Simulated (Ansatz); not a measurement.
Job for Ansatz (a program for electronic structure): U-CCSD(T)/cc-pV(T+d)Z on AlH3O2 (SMILES [OH][AlH][OH]), a point of a bond scan (R = 1.408 Å). Files ending in .json are basis or fitting sets from the Basis Set Exchange.

Ansatz 0.2 input:
```yaml
crystal:
  periodic: [false, false, false]
  atoms:
    - {symbol: Al, position_ang: [-0.35083796, -0.22531071, -0.18690700]}
    - {symbol: H, position_ang: [-1.42733049, -0.93495860, -0.75337787]}
    - {symbol: O, position_ang: [-0.12879702, 1.39194619, -0.63416865]}
    - {symbol: H, position_ang: [0.57601648, 1.94766290, -0.29821585]}
    - {symbol: O, position_ang: [0.73397506, -0.91514665, 0.92276728]}
    - {symbol: H, position_ang: [0.69039347, -1.81921166, 1.23553693]}
basis:
  gaussian:
    orbitals: cc-pV_T+d_Z.json
correlation: {method: ccsd_t, electrons: outside_noble_gas}
scf: {omitted_lower_state_checks: [cluster_reference]}
magnetization: {spin_polarized: true, initial_magnetization: 0}
```

Program output:

```
WARN ansatz: RAYON_NUM_THREADS=1 ignored (pool sized by the plan → 1); use --threads N
Functional definition: HF
these checks for a lower state are left out or cut short: cluster_reference
integrals: 0.48 GiB planned
836 factors; integrals over basis functions are off by at most 9.0e-4 eV
mean field: 0.41 GiB planned
mean field evaluation 1: about -10704.7721 eV, gradient 3.7e1 eV
mean field evaluation 2: about -10704.7742 eV, gradient 3.7e1 eV
mean field evaluation 4: about -10709.6353 eV, gradient 1.6e0 eV
mean field evaluation 8: about -10709.6598 eV, gradient 9.4e-4 eV
mean field -10709.65977630 eV, -393.5727375109 hartree, gradient 4.2e-6 eV, S^2 0.000000; 0 other end points of the search recorded, 0 dependent functions left out
7 core orbitals not correlated
reference -10709.65977630 eV, -393.5727375109 hartree; 9, 9 occupied and 125, 125 virtual orbitals, 836 factors
second order -15.51309651 eV of doubles, -0.00000000 eV of singles
coupled cluster: 1.23 GiB planned
cycle   1  -15.39716259 eV  change    1.2e-1 eV  update   8.2e-2
cycle   2  -15.73383802 eV  change   -3.4e-1 eV  update   2.4e-2
cycle   3  -15.82017739 eV  change   -8.6e-2 eV  update   1.3e-2
cycle   4  -15.81222523 eV  change    8.0e-3 eV  update   3.0e-3
cycle   5  -15.81054399 eV  change    1.7e-3 eV  update   1.4e-3
cycle   6  -15.81091000 eV  change   -3.7e-4 eV  update   3.8e-4
cycle   7  -15.81079442 eV  change    1.2e-4 eV  update   1.3e-4
cycle   8  -15.81078121 eV  change    1.3e-5 eV  update   3.7e-5
cycle   9  -15.81078717 eV  change   -6.0e-6 eV  update   1.3e-5
perturbative correction -0.51890544 eV, -0.0190694234 hartree
Total energy: -10725.98946892 eV, -394.1728426460 hartree
Checks for a lower state left out: cluster_reference
```

The calculation finished and met its thresholds.

Cost: very roughly 50 core-seconds.
